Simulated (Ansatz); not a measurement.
CH$_{6}$ClSi$_{2}$, SMILES `C[Si]([SiH3])Cl` radical. Total charge 0; spin multiplicity 2.

```csv
atom,x (Å),y (Å),z (Å)
C1,-0.2976,-0.7777,1.5724
Si2,0.8773,-0.3299,0.1855
Si3,-0.1358,0.5337,-1.7365
Cl4,2.2272,1.0695,0.9056
H5,-1.0305,-1.5076,1.2198
H6,-0.8292,0.1110,1.9245
H7,0.2474,-1.2098,2.4141
H8,0.9137,0.8262,-2.7458
H9,-0.9070,1.7786,-1.4602
H10,-1.0656,-0.4941,-2.2793
```

Problem. Give the diagnostics of a CCSD(T)/def2-TZVPP run (frozen core, Ansatz). (Estimate.)

Solution. Computed: T1 = 0.0134, largest single amplitude 0.026, largest double 0.015, (T) share of the correlation energy 3.9 %, 11 CCSD cycles. ⟨S²⟩ of the UHF reference is 0.759 against 0.75 for a pure state. T1 lies under the customary mark of 0.045 for open shells.
